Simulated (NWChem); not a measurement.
# GeSiH3F, singlet; SMILES [Ge]([SiH3])[F]

Computed with NWChem. Pople sets run with spherical d functions. Low-valent species are run as closed-shell singlets; no triplet was tried in these runs. The geometry was optimised at PBE0/def2-SVP. Level MN15/6-31G*: energy and gradient on several grids; changes count from the extra-fine grid, which is no exact limit either.

Task: Which is the coarsest grid (xcoarse; coarse; fine; xfine; medium) from which on the energy stays within 100 μHa and each gradient component within 200 μHa/bohr of xfine?

Result: medium.
| grid | size of the energy change (μHa) | largest change of a gradient component (μHa/bohr) |
|---|---|---|
| xcoarse | 30000 | 3000 |
| coarse | 200 | 600 |
| medium | 20 | 60 |
| fine | < 10 | < 30 |
| xfine | < 10 | < 30 |
